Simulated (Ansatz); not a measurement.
Gas-phase electronic energies from Ansatz, PBE0-D4/def2-TZVP geometries. CCSD(T)/CBS adds triple-zeta CCSD(T) − MP2 to the extrapolated MP2 energy (def2 sets, frozen cores). This one scheme is used for every species. DFT in def2-TZVPP. Each species was taken in one conformer, which may not be the lowest.

Consider the formal exchange of groups at the Si–O bond: `C[SiH2]OCO` + `COB(N)F` → `C[SiH2]OB(N)F` + `COCO`.

Q: Is it downhill or uphill in electronic energy at CCSD(T)/CBS, and by how much? (Best estimate.)

A: Ansatz gave: Downhill: ΔE = -0.21 eV.

Q: What do these levels give: PBE-D4, PBE0-D4, B2PLYP, r2SCAN, MP2/def2-TZVPP, SCS-MP2/def2-TZVPP, CCSD/def2-TZVPP, HF/def2-QZVPP, SCS-MP2/def2-QZVPP, HF/CBS(def2), MP2/CBS(def2), CCSD/CBS(def2)? (Best estimate.)

A: The calculation gave: PBE-D4 -0.20, PBE0-D4 -0.20, B2PLYP -0.21, r2SCAN -0.21, MP2/def2-TZVPP -0.21, SCS-MP2/def2-TZVPP -0.21, CCSD/def2-TZVPP -0.21, HF/def2-QZVPP -0.23, SCS-MP2/def2-QZVPP -0.21, HF/CBS(def2) -0.23, MP2/CBS(def2) -0.22, CCSD/CBS(def2) -0.22 eV.

Largest T1 diagnostic among the species: 0.011.
